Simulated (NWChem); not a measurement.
System: MgSiH₄S; SMILES [SiH3][Mg][SH]

NWChem input:

```
start job
memory heap 200 mb stack 900 mb global 1100 mb
geometry units angstroms noautosym nocenter noautoz
  Mg     0.235304    -0.351256     0.020255
  S      0.139075    -2.667657     0.037679
  H     -1.213629    -2.687260     0.002361
  Si     0.396629     2.216666     0.000375
  H     -0.949565     2.873937     0.107260
  H      1.025234     2.742732    -1.257743
  H      1.217882     2.748418     1.139502
end
basis spherical
  Mg library cc-pvtz
  S library cc-pvtz
  H library cc-pvtz
  Si library cc-pvtz
end
dft
  xc b3lyp
  iterations 150
end
property
  efieldgrad
end
task dft property
```

Output (shortened):

```
             Northwest Computational Chemistry Package (NWChem) 7.3.0
             --------------------------------------------------------

                             Geometry "geometry" -> ""
                             -------------------------

 Output coordinates in angstroms (scale by  1.889725989 to convert to a.u.)

  No.       Tag          Charge          X              Y              Z
 ---- ---------------- ---------- -------------- -------------- --------------
    1 Mg                  12.0000     0.23530400    -0.35125600     0.02025500
    2 S                   16.0000     0.13907500    -2.66765700     0.03767900
    3 H                    1.0000    -1.21362900    -2.68726000     0.00236100
    4 Si                  14.0000     0.39662900     2.21666600     0.00037500
    5 H                    1.0000    -0.94956500     2.87393700     0.10726000
    6 H                    1.0000     1.02523400     2.74273200    -1.25774300
    7 H                    1.0000     1.21788200     2.74841800     1.13950200

 Effective nuclear repulsion energy (a.u.)     138.3868178032

                              NWChem Property Module
                              ----------------------

  itol2e modified to match energy
  convergence criterion.

                                 NWChem DFT Module
                                 -----------------

 Summary of "ao basis" -> "ao basis" (spherical)
 ------------------------------------------------------------------------------
       Tag                 Description            Shells   Functions and Types
 ---------------- ------------------------------  ------  ---------------------
 Mg                         cc-pvtz                 12       34   5s4p2d1f
 S                          cc-pvtz                 12       34   5s4p2d1f
 H                          cc-pvtz                  6       14   3s2p1d
 Si                         cc-pvtz                 12       34   5s4p2d1f

  itol2e modified to match energy
  convergence criterion.

[...]

          -----------------------
          Electric field gradient
          -----------------------

 1 a.u. = 0.324123 10**(16) esu/cm**3  ( or statvolts/cm**2 ) = 0.97174 10**(22) v/m**2

 ------------------------------------------------------------
   Atom      X         Y         Z
 ------------------------------------------------------------
    1 Mg   0.44466  -0.66378   0.03828
 ------------------------------------------------------------

 Electric field gradient in molecular frame (a.u.)
         XX             YY             ZZ             XY             XZ             YZ
 ------------------------------------------------------------------------------------------
       -0.418622       0.743938      -0.325316       0.067800      -0.003059      -0.007888

 Principal components (a.u.) and orientation
 of principal axis w.r.t. absolute frame                      Asymmetry parameter eta
 --------------------------------------------------------------------------------------
        0.747939      -0.422632      -0.325307                       0.130124

        0.058040       0.997970      -0.026206
        0.998286      -0.057821       0.009036
       -0.007503       0.026685       0.999616

 ------------------------------------------------------------
   Atom      X         Y         Z
 ------------------------------------------------------------
    2 S    0.26281  -5.04114   0.07120
 ------------------------------------------------------------

 Electric field gradient in molecular frame (a.u.)
         XX             YY             ZZ             XY             XZ             YZ
 ------------------------------------------------------------------------------------------
       -1.758954       0.350023       1.408931      -0.267125      -0.080915       0.001739

 Principal components (a.u.) and orientation
 of principal axis w.r.t. absolute frame                      Asymmetry parameter eta
 --------------------------------------------------------------------------------------
       -1.794264       1.411067       0.383198                       0.572864

        0.992022      -0.026210      -0.123308
        0.123561       0.008237       0.992303
        0.024992       0.999623      -0.011409

 ------------------------------------------------------------
   Atom      X         Y         Z
 ------------------------------------------------------------
    3 H   -2.29343  -5.07819   0.00446
 ------------------------------------------------------------

 Electric field gradient in molecular frame (a.u.)
         XX             YY             ZZ             XY             XZ             YZ
 ------------------------------------------------------------------------------------------
       -0.225036       0.106612       0.118424      -0.005737      -0.008968      -0.000048

 Principal components (a.u.) and orientation
 of principal axis w.r.t. absolute frame                      Asymmetry parameter eta
 --------------------------------------------------------------------------------------
       -0.225369       0.118659       0.106710                       0.053021

        0.999511      -0.026226      -0.017047
        0.017275       0.008503       0.999815
        0.026076       0.999620      -0.008952

 ------------------------------------------------------------
   Atom      X         Y         Z
 ------------------------------------------------------------
    4 Si   0.74952   4.18889   0.00071
 ------------------------------------------------------------

[...]
```

Level: B3LYP/cc-pVTZ. Geometry: optimised at PBE0/def2-SVP. NWChem prints the field gradient with the sign opposite to the second derivative of the potential.
